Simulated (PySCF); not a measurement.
A calculated (UHF, PySCF 2.14, pcseg-2, no relativity, point nucleus) atom or ion has these occupied shells.

```csv
shell,electrons,orbital energy (eV),"rms radius, mean of both spins (bohr)"
1s α,1,-5481.6,0.0777
1s β,1,-5481.6,0.0777
2s α,1,-649.45,0.336
2s β,1,-647.70,0.336
2p α,3,-544.73,0.304
2p β,3,-542.98,0.304
3s α,1,-89.257,1.03
3s β,1,-83.536,1.03
3p α,3,-58.308,1.11
3p β,3,-51.305,1.11
3d α,3,-13.911,1.50
4s α,1,-6.716,3.89
4s β,1,-5.870,3.89
```

(1) Name the element and its charge.

## Answers

(1) V (vanadium, neutral), in [Ar] 3d3 4s2, high-spin 4F determinant.
